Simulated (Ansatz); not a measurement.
Geometry optimisation, Ansatz 0.2.0, RKS PBE-D4/STO-3G.

Input file:

```yaml
crystal:
  periodic: [false, false, false]
  atoms:
    - { symbol: Si, position_ang: [0.0, 0.0, 0.0] }
    - { symbol: F, position_ang: [0.0, 0.0, 1.59] }
    - { symbol: O, position_ang: [1.5842, 0.0, -0.5594] }
    - { symbol: C, position_ang: [2.3503, -1.1632, -0.836] }
    - { symbol: H, position_ang: [1.7187, -1.9052, -1.3675] }
    - { symbol: H, position_ang: [3.2179, -0.8926, -1.4733] }
    - { symbol: H, position_ang: [2.7141, -1.6023, 0.1163] }
    - { symbol: O, position_ang: [-0.7913, 1.3709, -0.5594] }
    - { symbol: C, position_ang: [-2.1512, 1.4177, -0.9653] }
    - { symbol: H, position_ang: [-2.7687, 0.8215, -0.2614] }
    - { symbol: H, position_ang: [-2.5023, 2.4707, -0.9639] }
    - { symbol: H, position_ang: [-2.2473, 0.9975, -1.9882] }
    - { symbol: O, position_ang: [-0.7913, -1.3709, -0.5594] }
    - { symbol: C, position_ang: [-1.5365, -2.2685, 0.2501] }
    - { symbol: H, position_ang: [-1.2251, -2.1576, 1.3097] }
    - { symbol: H, position_ang: [-2.6187, -2.04, 0.1571] }
    - { symbol: H, position_ang: [-1.349, -3.3106, -0.083] }
basis:
  gaussian: { orbitals: STO-3G }
hamiltonian:
  xc: pbe
  dispersion: d4
relax:
  f_tol: 0.02
  max_steps: 40
```

Command:

```bash
$ ansatz run input.yaml --threads 1 --pin off --max-ram 2048MiB --backend cpu --events-out ev --progress --plain --runs-dir out
```

**Question.** Where does it end, and by what steps?

**Answer.** The run converged. The force dipped under the threshold on the way, but the program's further checks kept it going. Limits of this set-up: minimal basis. After 18 steps the energy has fallen by 0.835 eV; H12 moved furthest, 1.03 Å.

```tsv
step	energy less start (eV)	largest force component (eV/Å)	accepted
0	0.0000	2.750	yes
1	-0.5272	1.184	yes
2	-0.7183	0.514	yes
3	-0.7699	0.224	yes
4	-0.7887	0.145	yes
5	-0.8020	0.233	yes
6	-0.8095	0.294	yes
7	-0.8193	0.149	yes
8	-0.8196	0.264	yes
9	-0.8266	0.109	yes
10	-0.8294	0.154	yes
11	-0.8312	0.041	yes
12	-0.8328	0.025	yes
13	-0.8330	0.188	yes
14	-0.8342	0.059	yes
15	-0.8345	0.031	yes
16	-0.8348	0.008	yes
17	-0.8349	0.021	yes
18	-0.8349	0.007	yes
```

```xyz
17
Properties=species:S:1:pos:R:3
Si 0.005 -0.103 -0.357
F -0.072 -0.162 1.290
O 1.606 0.091 -0.962
C 2.406 -1.112 -0.672
H 1.951 -2.057 -1.064
H 3.390 -0.976 -1.175
H 2.605 -1.261 0.420
O -0.716 1.347 -0.957
C -2.161 1.359 -0.677
H -2.412 1.296 0.413
H -2.556 2.331 -1.052
H -2.726 0.545 -1.200
O -0.660 -1.583 -0.976
C -1.575 -2.198 0.001
H -1.304 -1.973 1.064
H -2.637 -1.874 -0.151
H -1.540 -3.303 -0.141
```

Whether the end is a true minimum wasn't checked by a vibrational analysis.

The run took 58 s on 1 thread of Intel(R) Xeon(R) 6975P-C (Granite Rapids) (shared host), peak memory 0.18 GiB.
